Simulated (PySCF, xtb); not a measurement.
C4H6NO, SMILES O=C1CCC[N]1, multiplicity 2. One conformer was computed; it need not be the lowest.

Harmonic wavenumbers (cm⁻¹) from GFN2-xTB in xtb at its own minimum, in rising order: 138, 215, 414, 519, 576, 636, 712, 824, 877, 966, 992, 1007, 1057, 1115, 1151, 1169, 1181, 1265, 1291, 1339, 1424, 1470, 1483, 1811, 2912, 2975, 2993, 3005, 3011, 3031.

### Question
What does PBE-D3(BJ)/def2-SVP in PySCF 2.14.0 give at its own minimum? (An estimate is asked for; the answer gives what the named calculation found.)

### Answer
100, 162, 476, 499, 592, 662, 778, 810, 826, 896, 941, 984, 1038, 1060, 1133, 1150, 1164, 1228, 1248, 1282, 1333, 1377, 1420, 1637, 2857, 2978, 2986, 3001, 3062, 3069. Paired by order, the mean absolute difference is 44 cm⁻¹ and the zero-point energies are 59.4 and 58.2 kcal/mol.
